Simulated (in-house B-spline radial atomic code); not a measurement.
One electron outside the [Xe] 4f14 core: W VI (W5+)

Computed with an all-electron radial atomic-structure program (B-spline basis), no-pair Dirac-Coulomb Hamiltonian, finite nucleus. Rungs: frozen-core Dirac-Hartree-Fock (DHF); Brueckner orbitals from the second-order correlation potential; the same with the Coulomb interaction screened by the core and the hole-particle interaction summed; Breit and QED terms from differences of relaxed Dirac-Fock atoms, where computed. Partial waves beyond l = 6 are extrapolated. The tables show a selection of states; those near core-excited levels, with erratic corrections or far from their DHF start are never shown.

The lowest nd levels tend to come out too strongly bound in this method, by some 0.05 to 0.2 eV for each d electron where measurements exist, which shifts their lines and rates.

Removal energies (eV):

```tsv
state	DHF	second order	screened	Breit + QED	final
5d3/2	63.2275	65.1552	64.9024	-0.00371	64.8987
5d5/2	62.2379	64.017	63.806	0.0137	63.8197
6s1/2	53.6444	?	?	?	?
6p1/2	45.4538	46.7834	46.4833	-0.0444	46.4389
6p3/2	43.4182	44.5535	44.2931	-0.0239	44.2691
6d3/2	31.7471	32.4708	32.3115	-0.00561	32.3059
5f5/2	31.0911	32.4393	32.2181	-	-
5f7/2	31.0608	32.3379	32.1174	-	-
6d5/2	31.4215	?	?	?	?
```

Problem. What does correlation do to 6s1/2?

Solution. It adds 1.711 eV to the removal energy in second order and 1.29 eV with screening; Breit and QED add -0.0637 eV, for a final 54.8708 eV.

Problem. What does correlation do to 6d5/2?

Solution. It adds 0.7032 eV to the removal energy in second order and 0.545 eV with screening; Breit and QED add -0.000474 eV, for a final 31.9661 eV.

Problem. How does the lowest state compare with the NIST ionisation energy?

Solution. 5d3/2 is bound by 64.899 eV, without recoil; NIST lists 64.77 ± 0.04 eV (semi-empirical), a difference of +0.13 eV.

Electric-dipole lines from 5d3/2 (reduced matrix elements in atomic units, length form, static core polarisation, sign of DHF taken positive):

```csv
upper,DHF,+ core polarisation,+ Brueckner,λ (nm),A (s⁻¹)
6p1/2,1.351,1.209,1.185,67.164,4.7e+09
6p3/2,0.5416,0.4941,0.4836,60.1,5.46e+08
```

Magnetic hyperfine constants per unit nuclear g factor (MHz, nucleus as a uniformly magnetised ball; they apply to isotopes with nuclear spin):

```tsv
state	DHF	+ core polarisation	+ Brueckner
6s1/2	40040	44690	47350
6p1/2	9776	10920	11940
6p3/2	1078	1480	1607
```

Problem. What is the static scalar polarisability of 5d3/2?

Solution. 2.831 bohr³: 2.046 from the core and 0.7857 from the valence electron, Pauli blocking included.
